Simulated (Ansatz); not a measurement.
`C[SiH](O)BO` + `[NH2][AlH2]` → `OB[NH][AlH2]` + `C[SiH2]O`  (cleavage of the B–Si bond)

Isolated molecules relaxed with PBE0-D4/def2-TZVP in Ansatz; ΔE leaves out vibrations. CBS: MP2 limit from def2 TZ/QZ plus the TZ coupled-cluster correction, frozen cores. This one scheme is used for every species. Functionals use def2-TZVPP. HSE06 is defined as in plane-wave codes. Each species was taken in one conformer, which may not be the lowest.

(1) Is it downhill or uphill in electronic energy at CCSD(T)/CBS, and by how much? (An estimate is asked.)

(2) What do these levels give: PBE0-D4, ωB97X-V, r2SCANh, r2SCAN0, HSE06, BHLYP, CCSD(T)/def2-SVP, HF/def2-TZVPP, CCSD/def2-TZVPP, CCSD(T)/def2-TZVPP, HF/def2-QZVPP, MP2/CBS(def2)? (An estimate is asked.)

Largest T1 diagnostic among the species: 0.013.

Answers

(1) Ansatz gave: Downhill: ΔE = -1.40 eV.

(2) Computed: PBE0-D4 -1.36, ωB97X-V -1.37, r2SCANh -1.43, r2SCAN0 -1.45, HSE06 -1.36, BHLYP -1.48, CCSD(T)/def2-SVP -1.49, HF/def2-TZVPP -1.53, CCSD/def2-TZVPP -1.42, CCSD(T)/def2-TZVPP -1.41, HF/def2-QZVPP -1.53, MP2/CBS(def2) -1.46 eV.

At CCSD(T), def2-SVP lies −0.09 eV from the extrapolated value and def2-TZVPP −0.01 eV. From r2SCAN to r2SCAN0 (25 % exact exchange), in def2-TZVPP and without D4, ΔE moves by −0.04 eV.
